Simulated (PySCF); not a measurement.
# Energy of Fe²⁺ (iron, charge +2) between two integer charges

The 3d beta orbital of [Ar] 3d6 is emptied in steps (occupation f), with all orbitals relaxed, ending at [Ar] 3d5. Computed with PySCF 2.14 in x2c-TZVPall (6s5p4d1f, 48 functions), with scalar relativity by spin-free X2C-1e. The exact energy is a straight line in f; departures are measured from the line between the end points of the same method.

```
  f  PBE0 (eV)  r2SCAN (eV)  LC-wPBE (eV)
  1      0.000        0.000         0.000
0.8     -0.843       -1.150        -0.430
0.6     -1.273       -1.731        -0.655
0.4     -1.281       -1.736        -0.666
0.2     -0.858       -1.158        -0.450
  0      0.000        0.000         0.000
```

Problem. For LC-wPBE, how does the orbital energy at f = 1 compare with the removal energy?

Solution. −ε = 28.694 eV against a total-energy difference of 31.329 eV. By Janak's theorem ε = ∂E/∂f, so the gap between them reflects the curvature. Along the path −ε is 29.680 (f = 0.8), 30.729 (f = 0.6), 31.834 (f = 0.4), 32.987 (f = 0.2) eV.

```
 method  E(f=0) − E(f=1) (eV)  −ε at f=1 (eV)  −ε at f=0.4 (eV)
   PBE0                30.942          25.716            31.974
 r2SCAN                30.734          23.585            32.167
LC-wPBE                31.329          28.694            31.834
```

Reference removal energy between the ground levels: 30.651 ± 0.012 eV (measured; NIST Atomic Spectra Database, ionization energies). The calculation has no spin-orbit coupling. The determinant left behind need not be the lowest term of the ion.
